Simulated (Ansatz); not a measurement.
Geometry optimisation, RKS PBE0-D4/def2-SVP (Ansatz 0.2.0).

Input:

```yaml
crystal:
  periodic: [false, false, false]
  atoms:
    - { symbol: B, position_ang: [-0.6757, -0.6679, 0.4098] }
    - { symbol: O, position_ang: [-0.1724, 0.115, 1.8934] }
    - { symbol: O, position_ang: [-0.0126, -1.8408, 0.2059] }
    - { symbol: O, position_ang: [-2.0421, -0.6017, 0.2969] }
    - { symbol: H, position_ang: [0.1985, 0.9257, 0.975] }
    - { symbol: "N", position_ang: [0.0603, 0.794, -0.3516] }
    - { symbol: C, position_ang: [1.2144, 0.6979, -1.2188] }
    - { symbol: H, position_ang: [-0.97, 0.4579, 2.2974] }
    - { symbol: H, position_ang: [0.9157, -1.8166, 0.4278] }
    - { symbol: H, position_ang: [-2.4353, -1.4573, 0.1332] }
    - { symbol: H, position_ang: [-0.6603, 1.3835, -0.7458] }
    - { symbol: H, position_ang: [0.9626, 0.2518, -2.1869] }
    - { symbol: H, position_ang: [1.649, 1.6868, -1.3953] }
    - { symbol: H, position_ang: [1.9678, 0.0717, -0.7409] }
basis:
  gaussian: { orbitals: def2-SVP }
hamiltonian:
  xc: pbe0
  dispersion: d4
relax:
  f_tol: 0.15
  max_steps: 25
  restrain:
    - { distance: [0, 5], at: 2.85, k: 30.0 }
    - { distance: [4, 1], at: 2.27, k: 30.0 }
    - { distance: [0, 1], at: 1.5, k: 30.0 }
    - { distance: [4, 5], at: 1.02, k: 30.0 }
output:
  orbitals: {}
```

Run as:

```bash
$ ansatz run input.yaml --threads 4 --pin off --max-ram 5120MiB --backend cpu --events-out ev --progress --plain --runs-dir out
```

**Question.** Where does it end, and by what steps?

**Answer.** It converged. The restraints hold the end off the free minimum. After 13 steps the energy has fallen by 1.310 eV (the restraints' own energy left out); H14 moved furthest, 0.82 Å. Parted: B1–N6. Joined: H5–N6.

| step | energy less start (eV) | largest force component (eV/Å) | accepted |
| --- | --- | --- | --- |
| 0 | 0.0000 | 2.694 | yes |
| 1 | 0.0677 | 3.874 | yes |
| 2 | -0.3147 | 2.721 | yes |
| 3 | -0.5602 | 2.195 | yes |
| 4 | -0.9495 | 1.614 | yes |
| 5 | -1.0636 | 1.786 | yes |
| 6 | -1.1451 | 1.772 | yes |
| 7 | -1.2262 | 1.788 | yes |
| 8 | -1.2552 | 1.740 | yes |
| 9 | -1.2802 | 1.723 | yes |
| 10 | -1.2943 | 1.831 | yes |
| 11 | -1.2654 | 1.705 | no |
| 12 | -1.3041 | 1.739 | yes |
| 13 | -1.3098 | 1.774 | yes |

```xyz
14
Properties=species:S:1:pos:R:3
B -0.748 -0.911 0.949
O -0.321 -0.186 2.107
O 0.092 -1.814 0.380
O -2.016 -0.736 0.482
H 0.310 1.248 0.464
N 0.132 1.370 -0.530
C 1.184 0.820 -1.351
H -1.046 0.355 2.438
H 0.935 -1.858 0.842
H -2.206 -1.323 -0.256
H -0.775 0.962 -0.730
H 0.948 0.975 -2.416
H 2.125 1.361 -1.163
H 1.387 -0.262 -1.217
```

Whether the end is a true minimum wasn't checked by a vibrational analysis.

Time of the run: 50 s on 4 threads of Arm Neoverse N1, with other jobs on the host, peak memory 0.31 GiB.
